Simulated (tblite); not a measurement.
Compound: C3H11PSi.
Numbering: `[CH3:1][Si:2]([CH3:3])([CH3:4])[PH2:5]` (hydrogens: H6, H7, H8 on C1; H9, H10, H11 on C3; H12, H13, H14 on C4; H15, H16 on P5)

The geometry is computed with GFN2-xTB (gas phase).

Task: What internal coordinates does the optimisation give?

Result: 
```json
{"bond": "C1–Si2, Si2–C3, Si2–C4", "length (Å)": "1.912", "order": "single"}
{"bond": "Si2–P5", "length (Å)": "2.268", "order": "single"}
{"bond": "C1–H6 and 8 like bonds", "length (Å)": "1.086", "order": "single"}
{"bond": "P5–H15, P5–H16", "length (Å)": "1.384", "order": "single"}
```

Bonds in one row agree within 0.01 Å and their mean is given. Orders are formal, as drawn. A selection of angles:
```json
{"angle": "Si2–C1–H6", "degrees": "111.1"}
{"angle": "H6–C1–H7", "degrees": "107.7"}
{"angle": "C1–Si2–C3", "degrees": "109.5"}
{"angle": "C1–Si2–P5", "degrees": "112.9"}
{"angle": "C3–Si2–P5", "degrees": "107.2"}
{"angle": "Si2–P5–H15", "degrees": "94.7"}
{"angle": "H15–P5–H16", "degrees": "92.1"}
```

Si2 (four-coordinate silicon) is tetrahedral (angles from 107.0° to 112.9°). P5 (three-coordinate phosphorus) is pyramidal (angles 94.7°, 94.7° and 92.1°, sum 281.5°, 0.84 Å off the plane of its three neighbours).

Point group: Cs (every atom within 0.08 Å of its image). Its GFN2-xTB frequencies are all real (lowest 65 cm⁻¹).

Shape of the structure used: `[CH3:1][Si:2]([CH3:3])([CH3:4])[PH2:5]`: H–P5–Si2–C1 46°, H–P5–Si2–C1 -46°.
